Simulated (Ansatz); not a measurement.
A geometry optimisation of C6H3BrN2 with PBE-D3(BJ)/def2-SVP

The starting geometry of this gas-phase singlet was optimised with GFN2-xTB; its bonds are those of `C#Cc1cnc(Br)nc1`.

```yaml
atoms:
  - { symbol: C, position_ang: [-1.7328, -0.1751, 2.7307] }
  - { symbol: C, position_ang: [-1.6170, -0.3273, 1.5451] }
  - { symbol: C, position_ang: [-1.4791, -0.5094, 0.1545] }
  - { symbol: C, position_ang: [-1.0108, -1.7077, -0.3990] }
  - { symbol: C, position_ang: [-1.2116, -0.8471, -2.4601] }
  - { symbol: C, position_ang: [-1.8002, 0.4975, -0.7646] }
  - { symbol: Br, position_ang: [-1.0183, -1.0855, -4.3148] }
  - { symbol: N, position_ang: [-0.8796, -1.8698, -1.7004] }
  - { symbol: N, position_ang: [-1.6649, 0.3238, -2.0642] }
  - { symbol: H, position_ang: [-1.8319, -0.0351, 3.7658] }
  - { symbol: H, position_ang: [-0.7364, -2.5515, 0.2199] }
  - { symbol: H, position_ang: [-2.1730, 1.4618, -0.4460] }
```

Question: Predict what it relaxes into with PBE-D3(BJ)/def2-SVP.

Answer: It keeps its bonds, and is `C#Cc1cnc(Br)nc1`.

The energy falls by 0.14 eV over 7 steps:

```
step  E − E(last) (eV)
   1             0.140
   2             0.009
   3             0.000
   4             0.000
   5             0.000
   6             0.000
   7             0.000
```

Final geometry (Å):

```xyz
12

C    -1.7389   -0.1696    2.7706
C    -1.6181   -0.3252    1.5610
C    -1.4773   -0.5078    0.1574
C    -1.0032   -1.7193   -0.4086
C    -1.2101   -0.8519   -2.4916
C    -1.8006    0.5084   -0.7785
Br   -1.0192   -1.0955   -4.3696
N    -0.8700   -1.8913   -1.7268
N    -1.6679    0.3378   -2.0970
H    -1.8449   -0.0298    3.8377
H    -0.7274   -2.5667    0.2426
H    -2.1780    1.4854   -0.4303
```

The end wasn't checked by frequencies. Run with Ansatz 0.2.0, 14 s on 2 threads of Intel(R) Xeon(R) Platinum 8488C (Sapphire Rapids), on a shared host.
